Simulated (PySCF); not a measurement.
XPS shifts beside NMR shieldings

C₄H₁₁GaS.
Structure used (PBE0-D3(BJ)/def2-SVP), in Å, numbered top down from 1:
```
atom  x, y, z in Å
C1     2.225   -0.937   -0.573
C2     1.805    0.226   -0.054
Ga3    0.823    0.349    1.662
S4    -1.534    0.312    0.744
C5    -1.505   -1.216   -0.213
C6    -1.431    1.531   -0.582
H7     2.786   -1.001   -1.515
H8     2.044   -1.893   -0.065
H9     2.055    1.134   -0.624
H10    0.740    1.747    2.390
H11    0.712   -1.002    2.476
H12   -2.404   -1.281   -0.841
H13   -0.590   -1.262   -0.822
H14   -1.502   -2.042    0.511
H15   -2.344    1.499   -1.192
H16   -1.346    2.517   -0.105
H17   -0.542    1.345   -1.201
```

Binding energies: delta-SCF UKS SCAN, pcX-2 on the ionised atom, pcseg-1 elsewhere, spin-free X2C (PySCF). Shieldings: GIAO PBE/pcSseg-1, non-relativistic, same geometry.

```json
{"atom": "C1", "isotropic shielding (ppm)": "35.1"}
{"atom": "C2", "isotropic shielding (ppm)": "27.2"}
{"atom": "C5", "isotropic shielding (ppm)": "157.0"}
```

What are the C 1s binding energies of these atoms?

```json
{"atom": "C2", "environment": "alkene CH carbon", "C 1s (eV)": "289.34", "isotropic shielding (ppm)": "27.2"}
{"atom": "C1", "environment": "terminal =CH2 carbon", "C 1s (eV)": "289.89", "isotropic shielding (ppm)": "35.1"}
{"atom": "C5", "environment": "S-methyl carbon", "C 1s (eV)": "291.65", "isotropic shielding (ppm)": "157.0"}
```

Among the listed atoms, is the one with the highest binding energy also the least shielded?

No. The highest binding energy is at C5 (291.65 eV, shielding 157.0 ppm), the lowest shielding at C2 (27.2 ppm, 289.34 eV).

By binding energy: C2 < C1 < C5. By shielding: C2 < C1 < C5.

Of atoms equivalent by bonding only the ionised one is listed; its partners' own values can differ in this conformer. Isolated species at its PBE0-D3(BJ)/def2-SVP geometry (one conformer only).
